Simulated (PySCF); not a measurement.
C5H6OS2.
Z-matrix (Å and degrees, GFN2-xTB geometry), rows numbered from 1:
```
C 
S   1  1.8208
C   2  1.7497  1  100.15
C   3  1.3583  2  126.69  1  -142.10
C   4  1.4138  3  113.67  2  -176.27
C   5  1.3583  4  112.69  3     0.22
O   6  1.3474  5  126.50  4  -178.50
S   6  1.7422  5  111.89  4     0.92
H   1  1.0863  2  109.26  3   -61.82
H   1  1.0848  2  106.50  3   179.13
H   1  1.0860  2  109.45  3    59.80
H   4  1.0742  3  122.58  2     4.53
H   5  1.0733  4  124.33  3  -178.53
H   7  0.9637  6  110.93  5   178.40
```

Computed, not measured: TDDFT PBE0/def2-SVPD, vertical, gas phase, core orbitals frozen in the response (PySCF 2.14.0, density-fitted response routines).

Kohn–Sham orbitals with the atoms that hold most of them (Löwdin shares over 4%, at most four atoms; ? is withheld):

| orbital | ε (eV) | atoms |
| --- | --- | --- |
| HOMO-3 | -9.32 | S2 48%, C1 12%, S8 11%, C3 11% |
| HOMO-2 | -7.51 | S8 38%, C5 21%, C4 17%, C6 9% |
| HOMO-1 | -7.46 | ? |
| HOMO | ? | ? |
| LUMO | -0.57 | S8 31%, C3 13%, C6 12%, O7 10% |
| LUMO+1 | -0.45 | S8 34%, C6 13%, C3 13%, O7 11% |
| LUMO+2 | 0.37 | S2 33%, S8 21%, C1 13%, H9 8% |

Give the leading atoms of the HOMO.

S2 (bonded to 2 C) 29%; C3 (bonded to C and 2 S) 17%; C6 (bonded to C, O and S) 14%; C5 (bonded to 2 C and H) 11%. By element: carbon 41% or more, sulfur 29% or more.

Give the leading atoms of the HOMO-1.

S2 (bonded to 2 C) 39%; C3 (bonded to C and 2 S) 15%; S8 (bonded to 2 C) 13%; O7 (bonded to C and H) 8%. By element: sulfur 52%, carbon 15% or more, oxygen 8%.

What is the HOMO energy, and the HOMO–LUMO gap?

ε(HOMO) = -5.76 eV; the gap is 5.19 eV (0.1907 hartree).

How does S1 compare with the orbital gap of 5.19 eV?

S1 is at 4.03 eV (f = 0.0037), 1.16 eV below the gap, made of HOMO→LUMO (72%), HOMO→LUMO+1 (25%). Without the coupling terms of the response equations the lowest excitation would equal the gap.

Next come S2 at 4.45 eV (f 0.143), HOMO→LUMO+1 (68%), HOMO→LUMO (24%); S3 at 5.00 eV (f 0.011), HOMO→LUMO+2 (87%); S4 at 5.32 eV (f 0.0034), HOMO→LUMO+3 (88%); S5 at 5.52 eV (f 0.0041), HOMO-2→LUMO (45%), HOMO-2→LUMO+1 (23%), HOMO-1→LUMO (17%).

The run took 68 s of wall time on an Arm Neoverse N1 with one thread (shared host), and the process peaked at 0.88 GiB of memory.

One conformer stands for the species.
